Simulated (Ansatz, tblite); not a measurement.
Cost and result up the ladder for Ge₂H₃ (the lowest doublet isomer of a short search) (5 atoms). Total charge 0; doublet. Geometry: r2SCAN-D4/def2-TZVP.

Cartesian coordinates in Å:
```
Ge 0.349 -0.534 0.109
Ge 0.054 1.849 0.058
H 1.660 -1.226 0.547
H -1.429 1.584 -0.460
H -0.634 -1.672 -0.254
```

Ansatz on 2 threads of Arm Neoverse V2 on a shared host; xTB runs through tblite on one thread. Times are rough, summed over both states, and most runs start from the orbitals of an earlier one. PBE-QIDH/def2-TZVP serves as the yardstick here, not as an exact answer. Differences are given only for rows in sets of like size (and for xTB, whose basis is part of the method), since another set adds its own error. The other state is a quartet at its own geometry.

The 6-31G sets use Cartesian d functions. The xTB rows come from tblite. B3LYP takes the VWN-RPA correlation. Correlated methods freeze 18 core orbitals; core or outer-core shells of Ge are correlated, in sets that lack core-valence functions. The structure comes from a short search, and lower isomers may exist.

Correlated methods converge slowly with the basis.

xTB has no spin-polarisation term.

| level | functions | wall time | quartet − doublet (eV) | difference from PBE-QIDH/def2-TZVP (eV) |
| --- | --- | --- | --- | --- |
| GFN1-xTB | 24 | 0.004 s | 1.95 | 0.81 |
| GFN2-xTB | 21 | 0.004 s | 2.68 | 1.54 |
| HF/6-31G | 64 | 1.5 s | 0.38 | – |
| B3LYP-D4/6-31G | 64 | 3.2 s | 1.42 | – |
| MP2/def2-TZVP | 114 | 3.6 s | 1.15 | 0.01 |
| PBE-D4/def2-TZVP | 114 | 3.8 s | 1.41 | 0.27 |
| RPA@PBE/def2-TZVP | 114 | 5.4 s | 1.36 | 0.22 |
| BHLYP-D4/def2-TZVP | 114 | 6.4 s | 1.31 | 0.17 |
| B2PLYP/def2-TZVP | 114 | 7.9 s | 1.38 | 0.24 |
| PBE-QIDH/def2-TZVP | 114 | 8.3 s | 1.14 | 0.00 |
| PBE0-D4/def2-TZVP (with forces) | 114 | 9.5 s | 1.26 | 0.12 |
| r2SCAN-D4/def2-TZVP | 114 | 10 s | 1.17 | 0.03 |
| ωB97X-V/def2-TZVP | 114 | 17 s | 1.40 | 0.26 |
| ωB97M-V/def2-TZVP | 114 | 21 s | 1.38 | 0.24 |
